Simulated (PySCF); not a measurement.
Ga2H4, SMILES [GaH2][GaH2].

Geometry: PBE0-D3(BJ)/def2-TZVP.

These are B3LYP/def2-TZVPD in PySCF values and carry that method's errors.

Symmetry labels are those of the subgroup D2 that the program uses (full group D2d).

Computed valence orbital energies around the gap with their symmetry:
```csv
orbital,symmetry,energy (eV)
HOMO−7,B2,-22.49
HOMO−6,B3,-22.49
HOMO−5,B1,-22.30
HOMO−4,A,-12.82
HOMO−3,B1,-11.37
HOMO−2,B2,-8.32
HOMO−1,B3,-8.32
HOMO,A,-6.87
LUMO,B2,-2.25
LUMO+1,B3,-2.25
LUMO+2,B1,-0.21
LUMO+3,A,0.24
```
